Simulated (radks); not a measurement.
Task: Radial electron density D(r) = 4 pi r^2 rho(r) of an atom or ion with 23 electrons. Method: non-relativistic Kohn-Sham, LB94 model potential, spin-polarised, spherical densities, point nucleus; computed with a radial shooting solver on a logarithmic mesh with Libxc functionals.

```
   r/bohr * D(r) (the largest magnitude, 112, reaches the edge; | marks zero)
 0.001585 |  *
 0.001773 |  *
 0.001967 |   *
   0.0022 |    *
 0.002461 |     *
 0.002753 |      *
 0.003055 |       *
 0.003417 |         *
 0.003821 |           *
  0.00424 |             *
 0.004743 |               *
 0.005305 |                  *
 0.005934 |                     *
 0.006584 |                       *
 0.007364 |                           *
 0.008237 |                              *
  0.00914 |                                *
  0.01022 |                                   *
  0.01143 |                                      *
  0.01279 |                                        *
  0.01419 |                                         *
  0.01587 |                                         *
  0.01775 |                                         *
   0.0197 |                                         *
  0.02204 |                                        *
  0.02465 |                                      *
  0.02757 |                                     *
  0.03059 |                                     *
  0.03421 |                                      *
  0.03827 |                                        *
  0.04246 |                                           *
   0.0475 |                                               *
  0.05312 |                                                  *
  0.05942 |                                                     *
  0.06593 |                                                      *
  0.07375 |                                                     *
  0.08249 |                                                 *
  0.09153 |                                            *
   0.1024 |                                      *
   0.1145 |                                  *
   0.1281 |                                *
   0.1421 |                                *
    0.159 |                                 *
   0.1778 |                                   *
   0.1973 |                                  *
   0.2207 |                                *
   0.2468 |                          *
   0.2761 |                   *
   0.3063 |            *
   0.3426 |      *
   0.3832 |   *
   0.4252 | *
   0.4756 |*
    0.532 *
    0.595 *
   0.6603 *
   0.7385 *
```

What is the nuclear charge?

Result: Z = 68. The innermost maximum, from 1s, lies near 1/Z = 0.0147 bohr (found: 0.0165), and its height grows with Z. The density is that of the erbium ion Er45+ in [Ar] 3d5; the configuration itself is not fixed sharply by these data, and Z only to a few units. D(r) has 3 maxima, at r = 0.0165, 0.0654, 0.185 bohr, and minima at 0.0299, 0.134 bohr, inside which lie 1.99, 11.36 electrons.
